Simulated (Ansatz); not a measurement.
`C[SiH2]C(O)(F)F` → `C[SiH2]OC(F)F`  (isomerisation)

Isolated molecules relaxed with PBE0-D4/def2-TZVP in Ansatz; ΔE leaves out vibrations. CCSD(T)/CBS adds triple-zeta CCSD(T) − MP2 to the extrapolated MP2 energy (def2 sets, frozen cores). Functionals use def2-TZVPP. B3LYP here is the variant with VWN-RPA as its local correlation; programs differ in this. Each species was taken in one conformer, which may not be the lowest.

```
             level  ΔE (kcal/mol)
          B3LYP-D4          -26.4
SCS-MP2/def2-TZVPP          -28.7
```

(1) What does CCSD(T)/CBS give? (Best estimate.)

Largest T1 diagnostic among the species: 0.012.

Results:

(1) Ansatz gave: -26.8 kcal/mol. The listed levels differ from it by 0.4, -1.9 kcal/mol.

In def2-TZVPP, CCSD(T) changes the Hartree–Fock value by +4.8 kcal/mol (the triples alone add +0.7 kcal/mol) and MP2 by +3.8 kcal/mol. From PBE to PBE0 (25 % exact exchange), in def2-TZVPP and without D4, ΔE moves by −2.1 kcal/mol.
